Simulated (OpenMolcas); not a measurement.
## Computed transition rates of Cl3+

- Program: OpenMolcas
- Method: MS-RASPT2, IPEA 0.25 Eh, imaginary shift 0.1 Eh (closed shells correlated: 2s 2p)
- Basis: ANO-RCC-VTZP [5s4p2d1f]
- Scalar Hamiltonian: DKH2, point nucleus
- Active space: 4 electrons in 9 orbitals (RAS2 3s 3p; RAS3 3d, at most 2 electrons)
- State averaging: 2S+1 = 3 even, 6 roots; 2S+1 = 1 even, 12 roots; 2S+1 = 5 odd, 1 root; 2S+1 = 3 odd, 9 roots; 2S+1 = 1 odd, 8 roots
- Spin-orbit coupling: state interaction with AMFI integrals over the reference wave functions, term energies averaged over their components

Rates come from the transition moments of the reference wave functions (E1 and E2 in the length form). At fixed line strength A goes as λ^-3 for E1 and M1 and as λ^-5 for E2, so a rate at the computed wavelength can be rescaled to the measured one. Measured vacuum wavelengths follow from level energies in Moore, Atomic Energy Levels, vol. I, NSRDS-NBS 35 (1971 reprint of NBS Circular 467, 1949). Branching counts decays inside the model space alone, at computed energies, and the table is only a selection of the E2 and M1 lines, drawn from those between levels with measured partners whose computed energy lies within a factor of 1.5 of the measured one.

| Upper | Lower | Type | λ computed (nm) | λ measured (nm) | A computed (s-1) | A rescaled (s-1) | Branching % |
| --- | --- | --- | --- | --- | --- | --- | --- |
| 3s² 3p² ¹S₀ | 3s² 3p² ¹D₂ | E2 | 523.4 | 532.4 | 3.07e+00 | 2.82e+00 | 57.1 |
| 3s² 3p² ¹S₀ | 3s² 3p² ³P₁ | M1 | 304.4 | 311.9 | 2.28e+00 |  | 42.4 |
| 3s² 3p² ¹D₂ | 3s² 3p² ³P₂ | M1 | 771.5 | 804.8 | 1.70e-01 |  | 71.3 |
| 3s² 3p² ¹D₂ | 3s² 3p² ³P₁ | M1 | 727.5 | 753.3 | 6.78e-02 |  | 28.4 |
| 3s² 3p² ¹S₀ | 3s² 3p² ³P₂ | E2 | 311.8 | 320.4 | 3.01e-02 |  | 0.6 |
| 3s² 3p² ³P₂ | 3s² 3p² ³P₁ | M1 | 12750 | 11760 | 6.52e-03 | 8.31e-03 | 100.0 |
| 3s² 3p² ³P₁ | 3s² 3p² ³P₀ | M1 | 22510 | 20370 | 1.58e-03 | 2.13e-03 | 100.0 |

Spin-changing lines and M1 lines between different terms are not rescaled, since their strength hangs on the term gaps too.

The largest correction is for 3s² 3p² ³P₁ → 3s² 3p² ³P₀ (M1): 1.58e-03 × (22510 / 20370)^3 = 2.13e-03 s-1, a factor of 1.35.

No measured rate stands beside these. Rescaling mends the energy factor alone: line strengths can still be far off where a level mixes with configurations outside the active space, and weak or spin-changing lines hang on small mixing coefficients that depend on the term gaps too, so rescaling need not improve them.

Term energies are means over components that CASPT2 splits; among the terms shown or strongly mixed into the levels shown the widest spread is 13 cm-1 (3s² 3p² ¹D). Active for correlation alone: 3d; no level in the range computed is led by a configuration that fills it, so any true level of that kind is missing. Measured partners are found by configuration, term and J. A level has none where our copy of the source lacks it or the pairing is in doubt (some pairs that miss far off the trend of their configuration count as doubtful). Levels of configurations outside the active space are missing.
